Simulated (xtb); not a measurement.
CH3FSe, SMILES C[Se]F. All values are semi-empirical tight-binding results from xtb (GFN2-xTB unless named), good for trends rather than for accurate numbers. Coordinates come from a GFN2-xTB optimisation.

```yaml
point_group_as_xtb_finds_it: Cs
orbital_gap: 2.74 eV
zero_point_energy: 23.3 kcal/mol
G − E(el) at 298.15 K (modified RRHO): 5.6 kcal/mol
static polarisability (D4 model): 44.0 bohr³
solvation energy, GFN2-xTB/ALPB(water): -2.4 kcal/mol
solvation energy, GFN2-xTB/ALPB(dmso): -3.5 kcal/mol
```
